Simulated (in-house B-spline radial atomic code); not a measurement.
Configurations of Eu III (Eu2+), with energies counted from [Xe] 4f7. Level of theory: scalar-relativistic (X2C) B97-1, spin-polarised, spherical fractional occupations, exact exchange averaged over the configuration, Fermi nucleus of rms radius 5.1115 fm; calculated with a radial B-spline atomic code at the basis-set limit. Shells without spins written out take the highest spin.

Occupations are held fixed; configurations that lie above the ionisation limit could autoionise.

| configuration | E - E(ref) (eV) | highest orbital | its <r> (bohr) |
| --- | --- | --- | --- |
| [Xe] 4f6 6p1 | 10.796 | 6p up | 4.085 |
| [Kr] 4d10 4f7 5s2 5p5 5d1 | 21.631 | 5d up | 2.352 |
| [Kr] 4d10 4f7 5s2 5p5 6s1 | 22.72 | 6s up | 3.39 |
| [Kr] 4d9 4f7 5s2 5p6 6s1 | 133.88 | 6s up | 3.364 |
| [Kr] 4d9 4f7 5s2 5p6 6f1 | 147.57 | 6f up | 9.776 |

(1) Order these further configurations by energy, lowest first.
A. [Kr] 4d9 4f7 5s2 5p6 5d1
B. [Xe] 4f6 5d1
C. [Xe] 4f6 6s1
D. [Kr] 4d10 4f7 5s2 5p5 5f1
E. [Kr] 4d10 4f7 5s2 5p5 6d1

Results:

(1) B (5.3929 eV), C (6.4563 eV), E (32.036 eV), D (33.671 eV), A (132.77 eV).
